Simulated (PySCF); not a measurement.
Structure problem from calculated spectra and properties.

Formula: C6H14O.

- 1H NMR: chemical shifts (computed TMS as zero) by class: 3.28 (2 H), 1.20 (3 H), 1.16 (9 H) ppm [GIAO PBE0/pcSseg-1]
- Couplings: largest of the computed one-bond spin–spin couplings (means over like bonds): 13C–1H +141.5 (×2), 13C–1H +133.1 (×3), 13C–1H +132.6 (×9), 13C–13C +42.8, 13C–13C +40.7 (×3), 17O–13C +24.5, 17O–13C +23.5 Hz [B3LYP/pcJ-1, spin–dipole term left out]
- NMR, other nuclei: isotropic shieldings of nuclei other than C and H, by class: 248 (1 O) ppm [GIAO PBE0/pcSseg-1]
- Dipole: 1.19 D [PBE0/pcSseg-1]
- 13C NMR: chemical shifts (computed TMS as zero) by class: 70.7 (1 C), 57.2 (1 C), 28.4 (3 C), 18.1 (1 C) ppm [GIAO PBE0/pcSseg-1]
- Rotational structure: rotational constants A, B, C: 4.107, 1.573, 1.548 GHz [PBE0-D3(BJ)/def2-SVP]

The electronic properties come from PySCF, for the isolated species, density fitting. Levels stand in brackets. Geometry: PBE0-D3(BJ)/def2-SVP, one conformer, isolated molecule. NMR values are class means; diastereotopic atoms form classes of their own.

Task: Propose a structure and show how it fits.

Result: Numbering: `[CH3:1][CH2:2][O:3][C:4]([CH3:5])([CH3:6])[CH3:7]`. Its formula, C6H14O, gives 0 degrees of unsaturation, so no ring and no π bond. 6 carbons fall into 4 classes; from least to most shielded: sp3 carbon bound to oxygen [C4] (70.7 ppm), sp3 carbon bound to oxygen [C2] (57.2 ppm), methyl carbon [C5/C6/C7] (28.4 ppm, 3 C, up to 7.6 ppm apart in this geometry), methyl carbon [C1] (18.1 ppm). Hydrogen classes from least to most shielded: 2 H on an sp3 carbon bound to oxygen, C2 (3.28 ppm), 3 H on a methyl carbon, C1 (1.20 ppm), 9 H on 3 methyl carbons, C5/C6/C7 (1.16 ppm, a mean of values up to 0.8 ppm apart in this geometry). The other shieldings belong to: 248 ppm, ether oxygen [O3]. The couplings run between: +141.5 Hz, sp3 carbon bound to oxygen [C2] and its hydrogen (with 1 like pair); +133.1 Hz, methyl carbon [C1] and its hydrogen (with 2 like pairs); +132.6 Hz, methyl carbon [C5] and its hydrogen (with 8 like pairs); +42.8 Hz, methyl carbon [C1] and sp3 carbon bound to oxygen [C2]; +40.7 Hz, sp3 carbon bound to oxygen [C4] and methyl carbon [C5] (with 2 like pairs); +24.5 Hz, ether oxygen [O3] and sp3 carbon bound to oxygen [C2]; +23.5 Hz, ether oxygen [O3] and sp3 carbon bound to oxygen [C4]. By its constants the optimised geometry is a nearly prolate symmetric top. Structure: `CCOC(C)(C)C`. The assignments are read from this structure; whether some other isomer fits the data as well wasn't checked.

Conformer computed: `[CH3:1][CH2:2][O:3][C:4]([CH3:5])([CH3:6])[CH3:7]`: C1–C2–O3–C4 179°, C2–O3–C4–C5 179°.
